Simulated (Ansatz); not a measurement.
Reactions of C$_{2}$H$_{6}$SSi (`C[SiH]1CS1`).

Calculated with Ansatz (gas phase, PBE0-D4/def2-TZVP geometries, no zero-point term in ΔE). CCSD(T)/CBS adds triple-zeta CCSD(T) − MP2 to the extrapolated MP2 energy (def2 sets, frozen cores). This one scheme is used for every species. DFT in def2-TZVPP. One conformer a species, not always the lowest.

```
                               reaction  ωB97M-V (kJ/mol)  PBE0-D4 (kJ/mol)  HF/CBS(def2) (kJ/mol)  MP2/CBS(def2) (kJ/mol)  CCSD(T)/CBS(def2) (kJ/mol)
`C[SiH]1CS1` + H₂O → `O[SiH]1CS1` + CH₄              -101               -94                   -116                     -98                         -97
          `C[SiH]1CS1` → `CC([SiH3])=S`               129               137                    106                     134                         121
`C[SiH]1CS1` + H–F → `F[SiH]1CS1` + CH₄              -133              -123                   -154                    -127                        -129
 `C[SiH]1CS1` + H₂ → `C1[SiH2]S1` + CH₄               -18               -18                    -40                     -12                         -18
```

Largest T1 diagnostic: 0.016, for `CC([SiH3])=S`.
